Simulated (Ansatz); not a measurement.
CFGeN, SMILES `N#[C][Ge][F]` (excited triplet) (charge 0, multiplicity 3). This triplet is an excited state, 2.37 eV above the relaxed singlet at the level frozen-core CCSD(T)/cc-pVTZ // B3LYP-D3(BJ)/def2-TZVP (Ansatz, a first-principles code).

Cartesian coordinates (Å):
SMILES: [Ge]([F])[C]#N
```xyz
4

N     -1.9315    -0.0948    -0.5459
C     -0.8909     0.1103    -0.0760
Ge     0.7573     0.5477     0.7437
F      2.0651    -0.5633     0.4173
```
Charge 0, spin multiplicity 3.

Question: Give the natural occupations of the active orbitals, the CASSCF energy and the corrected energy for Ansatz with frozen-core fic-MRCISD+Q@CASSCF(6e,6o)/cc-pVTZ // B3LYP-D3(BJ)/def2-TZVP.

Answer: 
- natural occupations = 1.94, 1.93, 1.00, 1.00, 0.07, 0.06
- CASSCF energy = -2267.2633 Ha
- corrected energy = -2267.9211 Ha
- weight of the reference = 0.886
